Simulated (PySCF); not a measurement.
Broadened absorption spectrum of SiH2(NHiPr)2

SiH2(NHiPr)2, C6H18N2Si.
SMILES: `[H][Si]([H])(NC(C)C)NC(C)C`

Theory: TDDFT CAM-B3LYP/def2-SVPD, vertical, gas phase, core orbitals frozen in the response (PySCF). Isolated species at its PBE0-D3(BJ)/def2-SVP geometry (one conformer only).

Computed states:

```json
{"state": "S1", "E (eV)": "6.15", "f": "0.0009"}
{"state": "S2", "E (eV)": "6.20", "f": "0.020"}
{"state": "S3", "E (eV)": "6.74", "f": "0.0000"}
{"state": "S4", "E (eV)": "6.83", "f": "0.016"}
{"state": "S5", "E (eV)": "7.10", "f": "0.011"}
{"state": "S6", "E (eV)": "7.18", "f": "0.0001"}
{"state": "S7", "E (eV)": "7.26", "f": "0.030"}
{"state": "S8", "E (eV)": "7.27", "f": "0.0056"}
{"state": "S9", "E (eV)": "7.55", "f": "0.0003"}
{"state": "S10", "E (eV)": "7.59", "f": "0.0066"}
```

Each state is given a Gaussian of 0.3 eV full width at half maximum, with ε(max) = 2.175×10⁸ f / Δν̃ (Δν̃ the width in cm⁻¹). The cross-section is σ = 3.8235×10⁻²¹ ε cm², given in Mb (10⁻¹⁸ cm²). The width is an assumption, not a result. The curve ends short of the highest state used, and states not computed would add to its high-energy end.

Task: What does the envelope look like, and where are its maxima?

Result: 
(λ (nm), σ (Mb)): (177.4, 6.58), (179.1, 6.16), (180.9, 6.10), (182.6, 5.38), (184.3, 3.91), (186.1, 2.22), (187.8, 1.08), (189.6, 0.56), (191.3, 0.70), (193.0, 1.46), (194.8, 2.95), (196.5, 4.74), (198.3, 6.39), (200.0, 7.04), (201.7, 6.54), (203.5, 5.08), (205.2, 3.41), (207.0, 1.91), (208.7, 0.96), (210.4, 0.42), (212.2, 0.15), (213.9, 0.05), (215.7, 0.02), (217.4, 0.00)

Maxima: 200 nm (6.20 eV), ε about 1800, made up of S2 (96%); 180 nm (6.89 eV), ε about 1600, made up of S4 (81%) and S5 (16%) (hardly more than a shoulder) (ε in L mol⁻¹ cm⁻¹; maxima over ε = 5, shares over 10%). At its high-energy end, 6.99 eV, the curve is still rising (ε about 1700, from S4, S5 and S7).

Task: Coming from long wavelengths, where does ε first pass 100 L mol⁻¹ cm⁻¹?

Result: At about 211 nm (5.89 eV), 0.27 eV below S1.

Task: On this curve, what absorbance would a 10⁻³ mol/L sample give at 193 nm over a 1 cm path?

Result: 193 nm is 6.424 eV, where ε is about 380 L mol⁻¹ cm⁻¹, so A = ε c l ≈ 0.38 (Beer–Lambert, with the gas-phase spectrum and the assumed width).

Task: What would ε be at 6.20 eV, the highest of these maxima, with half the width (0.15 eV)?

Result: About 3650 L mol⁻¹ cm⁻¹ against 1840, a factor of about 1.98; a lone state at its own centre would give exactly 2.
